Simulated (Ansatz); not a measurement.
A made-up structure of C2H2Te, singlet:

```
5
angstrom
C -0.7578 -1.0925 0.3928
C 0.0846 -0.2853 0.0920
Te 1.6017 0.9600 -0.3802
H -0.3509 -0.3362 1.0571
H 0.5839 2.2144 -0.7606
```

It is relaxed with PBE-D4/def2-SVP and then PBE0-D4/def2-TZVP (Ansatz 0.2.0). Atoms count as bonded within 1.22 times the sum of their covalent radii (H–H: 0.88 Å). The end point is not checked to be a true minimum.

Does its bonding change? (A judgement: the text doesn't fix the answer.)

Computed: Yes. Formed: none; broken: C2–H4.

Where it ends: The first stage lowers the energy by 2.89 eV in 15 steps. It ends as C₂H₂Te ([CH][C][TeH]):
```json
{"atom": "C1", "x (Å)": "-0.4892", "y (Å)": "-0.6708", "z (Å)": "0.7690"}
{"atom": "C2", "x (Å)": "0.3000", "y (Å)": "-0.0040", "z (Å)": "0.1492"}
{"atom": "Te3", "x (Å)": "1.7149", "y (Å)": "0.9903", "z (Å)": "-0.8923"}
{"atom": "H4", "x (Å)": "-1.1956", "y (Å)": "-1.2495", "z (Å)": "1.3174"}
{"atom": "H5", "x (Å)": "0.8315", "y (Å)": "2.3943", "z (Å)": "-0.9422"}
```

Labels in which every atom is bracketed show which atoms are joined, not bond orders.

For scale, one of the runs: PBE0-D4/def2-TZVP relaxation, 124 basis functions, launched by `ansatz run in.yaml --threads 2 --pin off --events-out ev --progress --plain --max-ram 4352MiB`. The run took about 7.5 s on 2 CPU threads of an Intel Xeon 6975P-C (shared host).
